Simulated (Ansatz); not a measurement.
Ligand-field states of CrI2 at its PBE0-D4/def2-TZVP geometry (relaxed as a quintet).

Cartesian coordinates in Å:
```
Cr 0.000 0.000 0.000
I -1.029 2.247 0.563
I 1.029 -2.248 -0.563
```

CASSCF(4,5) on the Cr 3d shell in def2-TZVP, averaged with equal weights over 5 quintets and 12 triplets and 6 singlets, then SC-NEVPT2; Ansatz, no spin–orbit coupling. The space holds no ligand orbitals and no second d shell, so covalent complexes are described poorly.

Estimate the states' energies above the lowest.


```json
{"state": "quintet 1", "CASSCF (cm⁻¹)": "0", "NEVPT2 (cm⁻¹)": "0"}
{"state": "quintet 2", "CASSCF (cm⁻¹)": "1204", "NEVPT2 (cm⁻¹)": "250"}
{"state": "quintet 3", "CASSCF (cm⁻¹)": "1204", "NEVPT2 (cm⁻¹)": "250"}
{"state": "quintet 4", "CASSCF (cm⁻¹)": "4869", "NEVPT2 (cm⁻¹)": "4089"}
{"state": "quintet 5", "CASSCF (cm⁻¹)": "4869", "NEVPT2 (cm⁻¹)": "4089"}
{"state": "triplet 1", "CASSCF (cm⁻¹)": "19895", "NEVPT2 (cm⁻¹)": "18035"}
{"state": "triplet 2", "CASSCF (cm⁻¹)": "19895", "NEVPT2 (cm⁻¹)": "18035"}
{"state": "triplet 3", "CASSCF (cm⁻¹)": "19943", "NEVPT2 (cm⁻¹)": "18508"}
{"state": "triplet 4", "CASSCF (cm⁻¹)": "19943", "NEVPT2 (cm⁻¹)": "18508"}
{"state": "triplet 5", "CASSCF (cm⁻¹)": "20058", "NEVPT2 (cm⁻¹)": "18407"}
{"state": "triplet 6", "CASSCF (cm⁻¹)": "20058", "NEVPT2 (cm⁻¹)": "18407"}
{"state": "triplet 7", "CASSCF (cm⁻¹)": "20442", "NEVPT2 (cm⁻¹)": "18560"}
{"state": "triplet 8", "CASSCF (cm⁻¹)": "20442", "NEVPT2 (cm⁻¹)": "18560"}
{"state": "triplet 9", "CASSCF (cm⁻¹)": "20666", "NEVPT2 (cm⁻¹)": "18466"}
{"state": "triplet 10", "CASSCF (cm⁻¹)": "20666", "NEVPT2 (cm⁻¹)": "18466"}
{"state": "triplet 11", "CASSCF (cm⁻¹)": "20736", "NEVPT2 (cm⁻¹)": "18193"}
{"state": "triplet 12", "CASSCF (cm⁻¹)": "21953", "NEVPT2 (cm⁻¹)": "19096"}
{"state": "singlet 1", "CASSCF (cm⁻¹)": "27906", "NEVPT2 (cm⁻¹)": "26203"}
{"state": "singlet 2", "CASSCF (cm⁻¹)": "27906", "NEVPT2 (cm⁻¹)": "26203"}
{"state": "singlet 3", "CASSCF (cm⁻¹)": "28553", "NEVPT2 (cm⁻¹)": "26188"}
{"state": "singlet 4", "CASSCF (cm⁻¹)": "28553", "NEVPT2 (cm⁻¹)": "26188"}
{"state": "singlet 5", "CASSCF (cm⁻¹)": "29438", "NEVPT2 (cm⁻¹)": "26431"}
{"state": "singlet 6", "CASSCF (cm⁻¹)": "29438", "NEVPT2 (cm⁻¹)": "26431"}
```
The lowest NEVPT2 state is a quintet. Run time 36 s (4 threads of Arm Neoverse V2 on a shared host), peak host memory 0.72 GiB.
